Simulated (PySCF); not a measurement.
B(Cl)(F)(SeH) (BClFHSe), SMILES [SeH]B(F)Cl.

Geometry optimised at PBE0-D3(BJ)/def2-SVP. Other conformers were not sampled.

Level of theory: TDA-PBE0/def2-SVPD (PySCF).

Vertical excitations. Isolated molecule, no solvent. State labels are in the subgroup Cs.

Computed excitation energies, oscillator strengths and character:
```json
[
 {"state": "S1", "symmetry": "A\"", "energy (eV)": "6.01", "λ (nm)": "206", "f": "0.005", "main pairs": "HOMO→LUMO+1 87 %"},
 {"state": "S2", "symmetry": "A'", "energy (eV)": "6.13", "λ (nm)": "202", "f": "0.222", "main pairs": "HOMO→LUMO 91 %"},
 {"state": "S3", "symmetry": "A\"", "energy (eV)": "6.72", "λ (nm)": "185", "f": "0.052", "main pairs": "HOMO→LUMO+2 83 %"},
 {"state": "S4", "symmetry": "A\"", "energy (eV)": "6.93", "λ (nm)": "179", "f": "0.006", "main pairs": "HOMO−1→LUMO 94 %"},
 {"state": "S5", "symmetry": "A\"", "energy (eV)": "7.36", "λ (nm)": "168", "f": "0.000", "main pairs": "HOMO−2→LUMO 87 %"},
 {"state": "S6", "symmetry": "A\"", "energy (eV)": "7.61", "λ (nm)": "163", "f": "0.009", "main pairs": "HOMO→LUMO+3 87 %"},
 {"state": "S7", "symmetry": "A'", "energy (eV)": "7.99", "λ (nm)": "155", "f": "0.032", "main pairs": "HOMO−1→LUMO+1 73 %, HOMO−3→LUMO 20 %"},
 {"state": "S8", "symmetry": "A\"", "energy (eV)": "8.05", "λ (nm)": "154", "f": "0.000", "main pairs": "HOMO→LUMO+4 91 %"},
 {"state": "S9", "symmetry": "A\"", "energy (eV)": "8.23", "λ (nm)": "151", "f": "0.057", "main pairs": "HOMO→LUMO+6 84 %"},
 {"state": "S10", "symmetry": "A'", "energy (eV)": "8.25", "λ (nm)": "150", "f": "0.086", "main pairs": "HOMO−3→LUMO 34 %, HOMO→LUMO+5 33 %, HOMO−1→LUMO+2 11 %, HOMO−1→LUMO+1 9 %"},
 {"state": "T1", "symmetry": "A'", "energy (eV)": "4.85", "λ (nm)": "256", "f": "0", "main pairs": "HOMO→LUMO 99 %"},
 {"state": "T2", "symmetry": "A\"", "energy (eV)": "5.52", "λ (nm)": "225", "f": "0", "main pairs": "HOMO→LUMO+1 80 %, HOMO→LUMO+2 17 %"},
 {"state": "T3", "symmetry": "A\"", "energy (eV)": "6.29", "λ (nm)": "197", "f": "0", "main pairs": "HOMO→LUMO+2 46 %, HOMO−1→LUMO 28 %, HOMO→LUMO+1 14 %"},
 {"state": "T4", "symmetry": "A\"", "energy (eV)": "6.60", "λ (nm)": "188", "f": "0", "main pairs": "HOMO−1→LUMO 61 %, HOMO→LUMO+2 31 %"}
]
```
Triplets are in the Tamm–Dancoff approximation.
